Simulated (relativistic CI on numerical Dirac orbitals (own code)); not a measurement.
**Electric-dipole transitions in Dy63+**

These numbers are calculated, not measured: Dirac-Coulomb-Breit CI, orbitals from a KLI potential per configuration, model QED, unscaled Slater integrals (own radial code, finite nucleus).

Configurations in the expansion (outside the closed core 1s2): 2s, 2p, 3s, 3p, 3d, 4s, 4p, 4d, 4f, 5s, 5p, 5d, 5f, 5g. Levels of other configurations are missing.

```
λ vac (nm)            Lower            Upper   A (s⁻¹)  E lower (eV)  E upper (eV)
   0.10402   2p 2P°_3/2 [3]   5d 2D_5/2 [20]  1.60e+14        1060.4       12979.6
   0.10617    2s 2S_1/2 [1]  4p 2P°_3/2 [11]  1.57e+14           0.0       11677.5
   0.10761   2p 2P°_1/2 [2]   4d 2D_3/2 [12]  3.40e+14         161.2       11682.5
   0.11636   2p 2P°_3/2 [3]   4d 2D_5/2 [13]  3.50e+14        1060.4       11715.6
   0.13920    2s 2S_1/2 [1]   3p 2P°_3/2 [6]  3.39e+14           0.0        8906.6
   0.14158   2p 2P°_1/2 [2]    3d 2D_3/2 [7]  9.96e+14         161.2        8918.4
   0.14352    2s 2S_1/2 [1]   3p 2P°_1/2 [5]  4.42e+14           0.0        8638.8
   0.15623   2p 2P°_3/2 [3]    3d 2D_5/2 [8]  1.08e+15        1060.4        8996.5
   0.15778   2p 2P°_3/2 [3]    3d 2D_3/2 [7]  1.79e+14        1060.4        8918.4
   0.16456   2p 2P°_3/2 [3]    3s 2S_1/2 [4]  1.31e+14        1060.4        8594.9
   0.28403    3s 2S_1/2 [4]  5p 2P°_3/2 [18]  2.45e+13        8594.9       12960.1
   0.28675   3p 2P°_1/2 [5]   5d 2D_3/2 [19]  5.04e+13        8638.8       12962.6
   0.30441   3p 2P°_3/2 [6]   5d 2D_5/2 [20]  5.78e+13        8906.6       12979.6
   0.30528    3d 2D_3/2 [7]  5f 2F°_5/2 [21]  7.45e+13        8918.4       12979.7
   0.31062    3d 2D_5/2 [8]  5f 2F°_7/2 [23]  7.63e+13        8996.5       12988.0
   0.40221    3s 2S_1/2 [4]  4p 2P°_3/2 [11]  4.21e+13        8594.9       11677.5
   0.40735   3p 2P°_1/2 [5]   4d 2D_3/2 [12]  9.61e+13        8638.8       11682.5
   0.41742    3s 2S_1/2 [4]  4p 2P°_1/2 [10]  5.81e+13        8594.9       11565.1
   0.44139   3p 2P°_3/2 [6]   4d 2D_5/2 [13]  1.17e+14        8906.6       11715.6
   0.44321    3d 2D_3/2 [7]  4f 2F°_5/2 [14]  2.22e+14        8918.4       11715.8
   0.44665   3p 2P°_3/2 [6]   4d 2D_3/2 [12]  2.03e+13        8906.6       11682.5
   0.45325    3d 2D_5/2 [8]  4f 2F°_7/2 [15]  2.31e+14        8996.5       11731.9
   0.45594    3d 2D_5/2 [8]  4f 2F°_5/2 [14]  1.52e+13        8996.5       11715.8
   0.46952   3p 2P°_3/2 [6]    4s 2S_1/2 [9]  3.59e+13        8906.6       11547.3
   0.87759    4s 2S_1/2 [9]  5p 2P°_3/2 [18]  9.56e+12       11547.3       12960.1
   0.88720  4p 2P°_1/2 [10]   5d 2D_3/2 [19]  1.87e+13       11565.1       12962.6
   0.91463    4s 2S_1/2 [9]  5p 2P°_1/2 [17]  1.36e+13       11547.3       12902.9
   0.95222  4p 2P°_3/2 [11]   5d 2D_5/2 [20]  2.44e+13       11677.5       12979.6
   0.95578   4d 2D_3/2 [12]  5f 2F°_5/2 [21]  4.09e+13       11682.5       12979.7
   0.96478  4p 2P°_3/2 [11]   5d 2D_3/2 [19]  4.30e+12       11677.5       12962.6
   0.97442   4d 2D_5/2 [13]  5f 2F°_7/2 [23]  4.34e+13       11715.6       12988.0
   0.97458  4f 2F°_5/2 [14]   5g 2G_7/2 [22]  6.97e+13       11715.8       12988.0
   0.98081   4d 2D_5/2 [13]  5f 2F°_5/2 [21]  2.92e+12       11715.6       12979.7
   0.98326  4f 2F°_7/2 [15]   5g 2G_9/2 [24]  7.13e+13       11731.9       12992.9
   0.98711  4f 2F°_7/2 [15]   5g 2G_7/2 [22]  2.53e+12       11731.9       12988.0
    1.0193  4p 2P°_3/2 [11]   5s 2S_1/2 [16]  1.22e+13       11677.5       12893.9
    1.1692    2s 2S_1/2 [1]   2p 2P°_3/2 [3]  2.53e+12           0.0        1060.4
    3.9777    3s 2S_1/2 [4]   3p 2P°_3/2 [6]  3.93e+11        8594.9        8906.6
    4.4354   3p 2P°_1/2 [5]    3d 2D_3/2 [7]  1.84e+11        8638.8        8918.4
    9.5208    4s 2S_1/2 [9]  4p 2P°_3/2 [11]  9.67e+10       11547.3       11677.5
    10.565  4p 2P°_1/2 [10]   4d 2D_3/2 [12]  5.84e+10       11565.1       11682.5
    18.740   5s 2S_1/2 [16]  5p 2P°_3/2 [18]  3.19e+10       12893.9       12960.1
    20.747  5p 2P°_1/2 [17]   5d 2D_3/2 [19]  2.11e+10       12902.9       12962.6
    32.565  4p 2P°_3/2 [11]   4d 2D_5/2 [13]  2.43e+09       11677.5       11715.6
    63.587  5p 2P°_3/2 [18]   5d 2D_5/2 [20]  8.93e+08       12960.1       12979.6
```

Terms are leading LS components. Brackets give the number of a level in order of energy, since labels repeat. The list gives strong lines, with weight on those to low levels, without lines whose two gauges differ by over a factor of 2.5. Levels whose partners in the same complex of configurations lie outside the list can be far off, and so can their lines. Rates are taken at the computed energies, electric ones in the length gauge.

At this charge energies of transitions that change n are usually good to better than 1 %, and those within a shell (Δn = 0) to a few per cent.

(1) From the table, what is the radiative lifetime of 5d 2D_5/2?

Results:

(1) The listed rates from this level add up to about 2.43e+14 s⁻¹, 99 % of its decay; with all channels τ = 4.10e-15 s.
